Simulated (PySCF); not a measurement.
**Vibration and rotation of RbO**

UHF-CCSD(T) constants of RbO, ²Π (doublet), unpaired electrons π ↑ (basis Rb def2-SVP with ECP28, O def2-SVP; scalar-relativistic core potentials; PySCF 2.14; masses 84.9118 and 15.9949 u):

* ωe: 364.3 cm⁻¹
* ωexe: 1.7 cm⁻¹
* Be: 0.20217 cm⁻¹
* αe: 0.00145 cm⁻¹
* D (centrifugal): 2.49e-07 cm⁻¹
* De to Rb + O: 1.79 eV

(1) Give the vibrational terms G(v) and spacings up to v = 6.

(2) How well does the Morse estimate ωe²/(4ωexe) reproduce De, and what is D0?

Correlated steps freeze 1 core orbital. Correlated levels converge slowly with the basis: in double zeta they bind strong bonds too weakly, by up to about 1 eV, and carry superposition errors of some tenths. Spin–orbit coupling is left out. The state was picked by a PBE0 search and need not be the measured ground state.

Results:

(1) G(v) = ωe(v+½) − ωexe(v+½)².

| v | G(v) (cm⁻¹) | G(v) − G(v−1) | Bv (cm⁻¹) |
| --- | --- | --- | --- |
| 0 | 181.7 |  | 0.2014 |
| 1 | 542.6 | 360.9 | 0.2000 |
| 2 | 900.1 | 357.5 | 0.1985 |
| 3 | 1254.2 | 354.1 | 0.1971 |
| 4 | 1604.9 | 350.7 | 0.1956 |
| 5 | 1952.2 | 347.3 | 0.1942 |
| 6 | 2296.1 | 343.9 | 0.1927 |

(2) It gives 2.42 eV, 135 % of the computed De. D0 = De − G(0) = 1.79 − 0.02 = 1.77 eV.
